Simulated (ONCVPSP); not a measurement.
# PW91 ONCV dataset for Zn (Z = 30), fully relativistic all-electron reference.

ONCVPSP 4.0.1 input, shortened (lines: element, Z, core and valence counts, functional; n l f; lmax; l rc ep ncon nbas qcut; lloc lpopt rc5 dvloc0; l nproj debl; icmod fcfact rcfact), PW91, fully relativistic:

```
  Zn 30.00    3    5  -109134      upf
    1    0    2.00
    2    0    2.00
    2    1    6.00
    3    0    2.00
    3    1    6.00
    3    2   10.00
    4    0    1.50
    4    1    0.50
    3
    0    0.90    0.00    4    8   13.20
    1    1.10    0.00    5    8   13.70
    2    1.10    0.00    4    8   13.30
    3    0.90    0.12    4    7   13.70
    4    5    0.80    0.00
    0    3    3.80
    1    3    2.50
    2    2    0.60
    3    2    0.60
    3    3.25    1.05
```

Open shells are filled in proportion to 2j + 1.

All-electron outer shells of the reference configuration (PW91, scalar-relativistic, ld1.x):

```
shell  level (eV)  outermost node (bohr)  outermost maximum (bohr)
   2s    -1159.72                   0.07                      0.19
   2p    -1005.62                      –                      0.15
   3s     -130.43                   0.28                      0.59
   3p      -84.66                   0.25                      0.59
   3d      -11.40                      –                      0.57
   4s       -6.82                   0.85                      2.06
   4p       -1.69                   0.92                      2.96
```

Calculated quality:

| Quantity | Value |
| --- | --- |
| Cutoffs needed | 76 Ha and 84 Ha (the cutoffs (Ha) at which the residual kinetic energy of the hardest occupied pseudo-wave falls to 1 and 0.1 mHa per electron) |
| Ghost test | no bound ghost flagged; GHOST(+) flags only above 600 eV |
| Configuration tests | 1 of 4 tests not solved or not reliable |
| rms error of d²Exc/dni dnj | 6.56 mHa without and 6.29 mHa with the model core |

Generation and tests took about 8.8 s on one core of a shared server CPU.
